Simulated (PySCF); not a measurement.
Excitation energy of Sr⁺ by level of theory

Sr⁺ [Kr] 5s1 (2S) → Sr⁺ [Kr] 5p1 (2P), as a difference of total energies. All numbers are calculated (PySCF 2.14, scalar relativity by spin-free X2C-1e, in x2c-TZVPPall). Correlated levels: valence and next inner shell: [Ar] 3d10 frozen. The calculations carry no spin-orbit coupling.

| method | excitation energy (eV) |
| --- | --- |
| UHF | 2.763 |
| MP2 (valence and next inner shell) | 3.004 |
| SCS-MP2 (valence and next inner shell) | 2.957 |
| CCSD (valence and next inner shell) | 2.976 |
| CCSD(T) (valence and next inner shell) | 2.993 |

**Question.** How much does correlation contribute at CCSD(T) (valence and next inner shell)?

**Answer.** 2.993 − (2.763) = 0.230 eV, measured against UHF.

Errors of the correlated levels include the incompleteness of this basis and the frozen core.

The basis was made for the ground configuration and has no added diffuse functions, so the excitation energy can come out too high.

For comparison: 3.007 eV (measured; NIST levels, between the centres of gravity of the two terms).
